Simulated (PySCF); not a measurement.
**Assigning NMR signals**

Atoms are numbered as in `[CH3:1]/[CH:2]=[CH:3]/[P@@:4]([CH3:5])(=[O:6])[C:7]([F:8])([F:9])[F:10]`; H(Xn) means a hydrogen on atom n.

All values are calculated (PySCF): geometry from GFN2-xTB, σ from GIAO-PBE0/pcSseg-1. No solvent, non-relativistic, a single conformation, fast rotation and ring inversion assumed for equivalent nuclei.

References, each an isolated molecule treated in the same way: $^{13}$C (σref 186.93) and $^{1}$H (σref 31.72) against TMS.

Q: Assign these signals to the numbered atoms. $^{13}$C{$^{1}$H} NMR (computed): δ 164.4 (CH), 132.3 (C), 125.4 (CH), 24.3 (CH3), 16.0 (CH3).

A: 
| δ (ppm) | atoms | environment | reason |
| --- | --- | --- | --- |
| 164.4 | C2 | alkene CH | as expected for a trigonal carbon in a double bond |
| 132.3 | C7 | CF3 carbon | 3 electronegative neighbours deshield it |
| 125.4 | C3 | alkene CH | an sp2 carbon of a C=C bond |
| 24.3 | C1 | allylic methyl carbon | saturated and bonded to C and H only |
| 16.0 | C5 | methyl carbon bonded to P | – |

Q: Assign these signals to the numbered atoms. $^{1}$H NMR (400 MHz, computed): δ 7.37 (m, 1H), 5.87 (m, 1H), 2.21 (d, 3H), 1.59 (m, 3H).

A: 
7.37 → H(C2), hydrogen on an alkene CH: a vinylic proton, deshielded by the sp2 carbon and the C=C anisotropy
5.87 → H(C3), hydrogen on an alkene CH
2.21 → H(C1), hydrogen on an allylic methyl carbon: allylic position
1.59 → H(C5), hydrogen on a methyl carbon bonded to P

Splittings by $^{19}$F and $^{31}$P in the carbon and heteronuclear signals aren't shown, as no couplings were computed. Shifts are as computed. Against solution values, carbons near 30 ppm lie about +3 ppm off and those near 130 ppm about +5 ppm. Of 1211 compounds with measured shifts, 218 miss one by over three times the rms of a fit or turn the order of signals round; such compounds aren't used in these exercises. No couplings were computed; multiplicities are counted from neighbouring protons, with m where these are inequivalent, close in shift, in a saturated or five-membered ring or joined by F or P, and br s for small geminal =CH2 splittings.
